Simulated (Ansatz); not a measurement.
Geometry optimisation, RKS PBE-D4/def2-SVP (Ansatz 0.2.0).

The input (input.yaml):

```yaml
crystal:
  periodic: [false, false, false]
  atoms:
    - { symbol: O, position_ang: [-1.9206, 0.2679, -0.3063] }
    - { symbol: C, position_ang: [-1.4191, -0.6594, 0.5809] }
    - { symbol: Si, position_ang: [0.2979, -1.2616, 0.2045] }
    - { symbol: O, position_ang: [1.5297, -0.0344, 0.1459] }
    - { symbol: Si, position_ang: [1.644, 1.4094, -0.6229] }
    - { symbol: H, position_ang: [-2.858, 0.5512, 0.0093] }
    - { symbol: H, position_ang: [-1.4009, -0.2111, 1.587] }
    - { symbol: H, position_ang: [-2.0525, -1.5009, 0.5833] }
    - { symbol: H, position_ang: [0.36, -1.9928, -1.0234] }
    - { symbol: H, position_ang: [0.7423, -2.2149, 1.3048] }
    - { symbol: H, position_ang: [1.4105, 1.2695, -2.0433] }
    - { symbol: H, position_ang: [3.0425, 1.9147, -0.3596] }
    - { symbol: H, position_ang: [0.6446, 2.4276, -0.0455] }
basis:
  gaussian: { orbitals: def2-SVP }
hamiltonian:
  xc: pbe
  dispersion: d4
relax:
  f_tol: 0.015
  max_steps: 40
```

Command:

```bash
$ ansatz run input.yaml --threads 2 --pin off --max-ram 3072MiB --backend cpu --events-out ev --progress --plain --runs-dir out
```

Question: Where does it end, and by what steps?

Answer: The run converged. The force dipped under the threshold on the way, but the program's further checks kept it going. After 12 steps the energy has fallen by 0.527 eV; H6 moved furthest, 0.75 Å.

```json
{"step": "0", "energy less start (eV)": "0.0000", "largest force component (eV/Å)": "2.249", "accepted": "yes"}
{"step": "1", "energy less start (eV)": "-0.4174", "largest force component (eV/Å)": "1.145", "accepted": "yes"}
{"step": "2", "energy less start (eV)": "-0.4957", "largest force component (eV/Å)": "0.236", "accepted": "yes"}
{"step": "3", "energy less start (eV)": "-0.5071", "largest force component (eV/Å)": "0.124", "accepted": "yes"}
{"step": "4", "energy less start (eV)": "-0.5160", "largest force component (eV/Å)": "0.255", "accepted": "yes"}
{"step": "5", "energy less start (eV)": "-0.5210", "largest force component (eV/Å)": "0.197", "accepted": "yes"}
{"step": "6", "energy less start (eV)": "-0.5243", "largest force component (eV/Å)": "0.113", "accepted": "yes"}
{"step": "7", "energy less start (eV)": "-0.5256", "largest force component (eV/Å)": "0.047", "accepted": "yes"}
{"step": "8", "energy less start (eV)": "-0.5262", "largest force component (eV/Å)": "0.028", "accepted": "yes"}
{"step": "9", "energy less start (eV)": "-0.5266", "largest force component (eV/Å)": "0.051", "accepted": "yes"}
{"step": "10", "energy less start (eV)": "-0.5269", "largest force component (eV/Å)": "0.023", "accepted": "yes"}
{"step": "11", "energy less start (eV)": "-0.5271", "largest force component (eV/Å)": "0.012", "accepted": "yes"}
{"step": "12", "energy less start (eV)": "-0.5272", "largest force component (eV/Å)": "0.012", "accepted": "yes"}
```

```xyz
13
Properties=species:S:1:pos:R:3
O -1.516 0.276 -0.519
C -1.340 -0.641 0.563
Si 0.373 -1.416 0.264
O 1.455 -0.153 0.066
Si 1.392 1.412 -0.545
H -2.254 0.875 -0.305
H -1.329 -0.133 1.559
H -2.140 -1.421 0.608
H 0.346 -2.276 -0.970
H 0.791 -2.241 1.449
H 0.896 1.444 -1.963
H 2.803 1.931 -0.511
H 0.544 2.308 0.319
```

Whether the end is a true minimum wasn't checked by a vibrational analysis.

Run time: 34 s on 2 threads of Arm Neoverse V2, with other jobs on the host, peak memory 0.15 GiB.
